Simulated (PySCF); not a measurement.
## From a computed spectrum to the compound

A species of 8 atoms with charge 0 has these harmonic modes (PBE0, small Gaussian bases with core potentials, PySCF 2.14.0):

```tsv
cm⁻¹	km/mol	symmetry
57	1.4	e
57	1.4	e
68	9.4	e
68	9.4	e
93	17.9	a
164	0.0	a
291	9.9	a
318	0.5	a
340	47.8	e
340	47.8	e
550	40.8	e
550	40.8	e
1133	152.6	a
1620	24.5	e
1620	24.5	e
3493	32.3	a
3636	54.6	e
3636	54.6	e
```

**Question.** Which species is it, and in which structure?

**Answer.** TlCl3(NH3) (singlet):
```xyz
8

Tl    0.0246   -0.0246    0.0246
Cl    1.0089    1.7724    1.3064
Cl   -1.7724   -1.3064    1.0089
Cl    1.3064   -1.0089   -1.7724
N    -1.3751    1.3751   -1.3751
H    -1.3663    2.3375   -1.0353
H    -1.0353    1.3663   -2.3375
H    -2.3375    1.0353   -1.3663
```
Ideal gas at 298.15 K and 1 bar: S = 422.8 J/(mol K), Cp = 120.6 J/(mol K), H − H(0 K) = 27.2 kJ/mol (rigid rotor, harmonic modes, spin degeneracy alone; the modes under 60 cm⁻¹ make these uncertain). 
 This is one of several that fit.
